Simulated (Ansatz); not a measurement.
This geometry of CH$_{8}$AlN$_{3}$ (13 atoms, charge 0, multiplicity 1) is a first-order saddle point.

These are results of RKS PBE-D4/def2-SVP (Ansatz 0.2.0), not measurements.

```xyz
13
Properties=species:S:1:pos:R:3
N -2.242 0.350 0.026
C -1.171 -0.155 0.931
Al 0.607 -0.166 0.042
N 0.601 -0.538 -1.739
N 2.112 0.302 0.891
H -2.070 1.344 -0.183
H -2.145 -0.120 -0.886
H -1.453 -1.180 1.265
H -1.186 0.444 1.869
H 0.724 0.192 -2.447
H 1.026 -1.395 -2.105
H 2.181 0.511 1.891
H 3.037 0.378 0.460
```

(1) Which two structures does it join? (They come from a converged band through this point; their orientation in space is the band's.)

(2) How far does it lie above each of them?

Results:

(1) No bond is made or broken. The dihedral N5–Al3–N4–H10 goes from 3 to 178°. The two ends are copies of one structure, up to a mirror image or an exchange of like atoms.

First end point:

```xyz
13
Properties=species:S:1:pos:R:3
N -2.098 0.295 0.574
C -0.985 -0.634 0.940
Al 0.658 -0.200 -0.089
N 0.844 -0.805 -1.767
N 1.753 1.102 0.480
H -1.804 1.268 0.742
H -2.268 0.246 -0.441
H -1.339 -1.675 0.770
H -0.836 -0.572 2.040
H 1.548 -0.509 -2.446
H 0.288 -1.564 -2.167
H 1.739 1.488 1.426
H 2.521 1.525 -0.046
```

Last end point:

```xyz
13
Properties=species:S:1:pos:R:3
N -2.099 0.295 0.572
C -0.986 -0.634 0.939
Al 0.658 -0.200 -0.088
N 0.842 -0.803 -1.768
N 1.756 1.100 0.482
H -1.806 1.268 0.741
H -2.268 0.246 -0.442
H -1.339 -1.675 0.770
H -0.837 -0.571 2.040
H 0.285 -1.560 -2.168
H 1.547 -0.507 -2.446
H 1.744 1.486 1.428
H 2.523 1.521 -0.046
```

(2) 18.5 kJ/mol above the first and 18.5 kJ/mol above the second. This is the barrier of this one path; another mechanism may lie lower.

The run took 2.9 min on 2 threads of Arm Neoverse V1, with other jobs on the host, peak memory 0.16 GiB.
